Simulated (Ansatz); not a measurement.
Abridged output of a molecular run in Ansatz:

```
Functional definition: HF
881 factors; integrals over basis functions are off by at most 1.2e-3 eV
mean field evaluation 1: about -17852.6674 eV, gradient 1.8e1 eV
mean field evaluation 2: about -17852.6724 eV, gradient 1.8e1 eV
mean field evaluation 4: about -17855.6307 eV, gradient 2.6e0 eV
mean field evaluation 8: about -17855.7527 eV, gradient 2.7e-1 eV
mean field evaluation 16: about -17855.7757 eV, gradient 7.4e-6 eV
mean field -17855.77573109 eV, -656.1876550380 hartree, gradient 7.4e-6 eV, S^2 0.889657; 4 other end points of the search recorded, 0 dependent functions left out
12 core orbitals not correlated: weight in the atoms' cores, before any rotation towards them, 1.000 or more for the frozen orbitals, at most 0.000 for the correlated occupied ones
reference -17855.77573109 eV, -656.1876550380 hartree; 11, 10 occupied and 66, 67 virtual orbitals, 881 factors
second order -11.32551564 eV of doubles, -0.00000000 eV of singles
cycle   1  -12.14019520 eV  change   -8.1e-1 eV  update   1.1e-1
cycle   2  -12.71258841 eV  change   -5.7e-1 eV  update   4.5e-2
cycle   3  -12.86301612 eV  change   -1.5e-1 eV  update   2.8e-2
cycle   4  -12.88309316 eV  change   -2.0e-2 eV  update   1.4e-2
cycle   5  -12.88478221 eV  change   -1.7e-3 eV  update   4.8e-3
cycle   6  -12.88603663 eV  change   -1.3e-3 eV  update   2.0e-3
cycle   7  -12.88711804 eV  change   -1.1e-3 eV  update   7.1e-4
cycle   8  -12.88696860 eV  change    1.5e-4 eV  update   3.0e-4
cycle   9  -12.88685264 eV  change    1.2e-4 eV  update   1.5e-4
cycle  10  -12.88691366 eV  change   -6.1e-5 eV  update   7.0e-5
cycle  11  -12.88692589 eV  change   -1.2e-5 eV  update   3.1e-5
cycle  12  -12.88692794 eV  change   -2.1e-6 eV  update   1.3e-5
perturbative correction -0.49699847 eV, -0.0182643567 hartree
Total energy: -17869.15965750 eV, -656.6795052617 hartree
Checks for a lower state left out: cluster_reference
```

Its atoms:

Cartesian coordinates in Å:
```
Si 0.955 -1.191 -2.256
C 0.325 -0.404 -0.763
C -0.192 0.160 0.186
Si -0.943 0.998 1.622
H 2.221 -0.567 -2.711
H 1.068 -2.661 -2.093
H -0.038 0.877 2.791
H -1.150 2.430 1.295
H -2.246 0.359 1.929
```

Problem. Which basis set was used?
A. cc-pV(T+d)Z
B. def2-SVPD
C. def2-TZVPP
D. def2-SVP

Solution. D. It gives 89 functions.

Problem. Write the keys of the input that set method, charge and spin (a neutral closed shell needs none for the last two).

Solution. 
```yaml
magnetization: {spin_polarized: true, initial_magnetization: 1}
correlation: {method: ccsd_t}
scf: {omitted_lower_state_checks: [cluster_reference]}
```
